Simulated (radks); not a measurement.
Task: Species: the niobium ion Nb3+. Configuration: [Kr] 4d1 7p1 (not the ground configuration). Method: scalar-relativistic Kohn-Sham, PBE, spin-polarised, spherical densities, finite nucleus; open shells are filled with parallel spins first (spin-orbit coupling, left out, can overturn this in heavy ions); Fermi nuclear charge, rms radius 4.324 fm; computed with a radial shooting solver on a logarithmic mesh with Libxc functionals. Some entries of the table are withheld. Estimate them.

| orbital | occ. | eigenvalue (eV) | <1/r> (bohr^-1) |
|---|---|---|---|
| 1s down | 1 | -18851.07 | 42.40 |
| 1s up | 1 | -18851.07 | 42.40 |
| 2s up | 1 | -2674.390 | 9.526 |
| 2s down | 1 | -2674.253 | 9.526 |
| 2p up | 3 | -2392.635 | 9.272 |
| 2p down | 3 | -2392.532 | 9.272 |
| 3s up | 1 | -482.0671 | 3.253 |
| 3s down | 1 | -481.9915 | 3.253 |
| 3p up | 3 | -389.9679 | 3.092 |
| 3p down | 3 | -389.8826 | 3.092 |
| 3d up | 5 | -239.4978 | 2.856 |
| 3d down | 5 | -239.3664 | 2.856 |
| 4s up | 1 | -100.0671 | 1.193 |
| 4s down | 1 | -99.2328 | 1.197 |
| 4p up | 3 | (1) | 1.067 |
| 4p down | 3 | (2) | 1.070 |
| 4d up | 1 | -40.1831 | (3) |
| 4d down | 0 | -39.1784 | (4) |
| 7p up | 1 | -8.3062 | 0.1516 |

Result: 
(1) 4p up eigenvalue (eV): -75.4405
(2) 4p down eigenvalue (eV): -74.5149
(3) 4d up <1/r> (bohr^-1): 0.8108
(4) 4d down <1/r> (bohr^-1): 0.8109
